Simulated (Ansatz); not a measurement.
Program: Ansatz. Geometries: PBE0-D4/def2-TZVP. ΔE: electronic, gas phase. CCSD(T)/CBS adds triple-zeta CCSD(T) − MP2 to the extrapolated MP2 energy (def2 sets, frozen cores). DFT in def2-TZVPP. B3LYP here is the variant with VWN-RPA as its local correlation; programs differ in this. Each species was taken in one conformer, which may not be the lowest.

`[SiH3]/C=C\[SiH2]Cl` + `[SiH3]N[SiH2]Cl` → `[SiH3]N([SiH2]Cl)[SiH2]Cl` + `C=C[SiH3]`  (ligand exchange at the Si–C bond)

```tsv
level	ΔE (kJ/mol)	difference from CCSD(T)/CBS
PBE-D4	-56.5	11.3
r2SCAN-D4	-64.0	3.8
PBE0-D4	-61.7	6.1
B3LYP-D4	-62.8	5.0
ωB97X-V	-65.1	2.7
ωB97M-V	-67.5	0.3
B2PLYP	-61.6	6.2
PBE	-51.5	16.3
r2SCAN	-62.9	4.9
PBE0	-57.4	10.4
B3LYP	-54.4	13.4
HF/def2-TZVPP	-65.1	2.7
MP2/def2-TZVPP	-70.9	-3.1
SCS-MP2/def2-TZVPP	-69.2	-1.4
CCSD/def2-TZVPP	-67.4	0.4
CCSD(T)/def2-TZVPP	-67.7	0.1
HF/def2-QZVPP	-65.8	2.0
MP2/def2-QZVPP	-71.3	-3.5
SCS-MP2/def2-QZVPP	-69.2	-1.4
HF/CBS(def2)	-65.9	1.9
MP2/CBS(def2)	-71.1	-3.3
CCSD/CBS(def2)	-67.6	0.2
CCSD(T)/CBS	-67.8	0
```

Largest T1 diagnostic among the species: 0.011.

From PBE to PBE0 (25 % exact exchange), in def2-TZVPP and without D4, ΔE moves by −5.9 kJ/mol. The D4 term adds −8.4 kJ/mol with B3LYP and −4.3 kJ/mol with PBE0; it sums over pairs of atoms, weighted by their polarisabilities, and B3LYP, whose exchange is more repulsive, gets the larger term.
